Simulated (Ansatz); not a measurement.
Program: Ansatz. Geometries: PBE0-D4/def2-TZVP. ΔE: electronic, gas phase. CCSD(T)/CBS is the MP2 limit (def2-TZVPP, def2-QZVPP) plus CCSD(T) − MP2 in def2-TZVPP, frozen cores. DFT in def2-TZVPP. Each species was taken in one conformer, which may not be the lowest.

`C#CB(O)F` + `BCOC` → `COB(O)F` + `BCC#C`  (redistribution)

**Question.** Is it downhill or uphill in electronic energy at CCSD(T)/CBS, and by how much? (Estimate.)

**Answer.** The calculation gave: Downhill: ΔE = -1.51 eV.

**Question.** What do these levels give: r2SCAN-D4, r2SCAN0-D4, CAM-B3LYP-D4, B2PLYP, revPBE, BHLYP, CAM-B3LYP, MP2/def2-SVP, CCSD(T)/def2-SVP, SCS-MP2/def2-TZVPP, CCSD/def2-TZVPP, SCS-MP2/def2-QZVPP? (An estimate is asked.)

**Answer.** The calculation gave: r2SCAN-D4 -1.48, r2SCAN0-D4 -1.56, CAM-B3LYP-D4 -1.52, B2PLYP -1.49, revPBE -1.36, BHLYP -1.56, CAM-B3LYP -1.51, MP2/def2-SVP -1.62, CCSD(T)/def2-SVP -1.55, SCS-MP2/def2-TZVPP -1.51, CCSD/def2-TZVPP -1.52, SCS-MP2/def2-QZVPP -1.53 eV.

Largest T1 diagnostic among the species: 0.014.

From r2SCAN to r2SCAN0 (25 % exact exchange), in def2-TZVPP and without D4, ΔE moves by −0.08 eV. Leaving LDA and LC-ωPBE aside and taking each functional with its dispersion term where it has one, the values, not all of them listed here, spread over 0.19 eV, from BHLYP-D4 to revPBE-D4. LDA lies −0.10 eV from PBE without D4. In def2-TZVPP, CCSD(T) changes the Hartree–Fock value by +0.11 eV (the triples alone add +0.03 eV) and MP2 by +0.05 eV.
